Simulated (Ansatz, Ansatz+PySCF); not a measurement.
```xyz
5

B     0.0000    0.0000    0.0000
F     0.7454    0.7454    0.7454
F     0.7454   -0.7454   -0.7454
F    -0.7454    0.7454   -0.7454
F    -0.7454   -0.7454    0.7454
```

RHF on singlet BF4(-) was run in several spherical basis sets with Ansatz (development build ahead of 0.2.0). Caution: no diffuse functions for an anion. Caution for RHF: no unrestricted run beside it, a lower state can exist.

Problem. Rank the basis sets by the total energy that they give, lowest first, with the distance from the lowest.
A. def2-TZVP
B. cc-pVTZ
C. def2-SVP
D. 6-31G(d)
E. cc-pVDZ

Solution. A (0.00 eV), B (0.69 eV), E (5.34 eV), D (5.84 eV), C (14.62 eV).

Totals follow the description of the cores as much as that of the bonds, so this order isn't one of quality for chemistry.
